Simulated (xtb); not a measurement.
C₄H₉ (SMILES [CH2-]C(C)C), charge -1, singlet, at a GFN2-xTB geometry. Base run: GFN2-xTB in xtb.

The xtb input:
```
$ xtb mol.xyz --gfn 2 --chrg -1 --json

# file mol.xyz
13

C      0.00360706     0.07275878     0.35852744
H      0.01413019    -0.02455558     1.49184561
C      0.00197210     1.48905250    -0.21294948
H     -0.87836911     2.02265113     0.26479170
H      0.89409793     2.01789160     0.24792523
C      1.24251803    -0.68650164    -0.13018073
H      1.27251834    -0.67330054    -1.21910898
H      2.14853428    -0.20354655     0.23586489
H      1.24765967    -1.73021109     0.20964392
C     -1.24843893    -0.67981278    -0.10647724
H     -1.29908454    -0.66639513    -1.19463808
H     -1.25271749    -1.72349693     0.23343705
H     -2.14471882    -0.19201806     0.27671870
```

Each row names what was changed in the base input (with any setting that the change needs).

```json
[
 {"change": "base", "ΔE vs base (kcal/mol)": "0.000", "HOMO-LUMO gap (eV)": "8.42", "G_solv (kcal/mol)": "-", "SCF cycles": "10"},
 {"change": "file = coord", "ΔE vs base (kcal/mol)": "0.000", "HOMO-LUMO gap (eV)": "8.42", "G_solv (kcal/mol)": "-", "SCF cycles": "10"},
 {"change": "alpb = dmso", "ΔE vs base (kcal/mol)": "-56.90", "HOMO-LUMO gap (eV)": "8.95", "G_solv (kcal/mol)": "-58.37", "SCF cycles": "10"},
 {"change": "alpb = chcl3", "ΔE vs base (kcal/mol)": "…", "HOMO-LUMO gap (eV)": "…", "G_solv (kcal/mol)": "…", "SCF cycles": "10"}
]
```

### Question
Complete the blanks.

### Answer

- alpb = chcl3, ΔE vs base (kcal/mol): -58.80
- alpb = chcl3, HOMO-LUMO gap (eV): 9.08
- alpb = chcl3, G_solv (kcal/mol): -60.37

ALPB and GBSA are two models with their own fitted parameters for each solvent, which aren't always the measured dielectric constant.
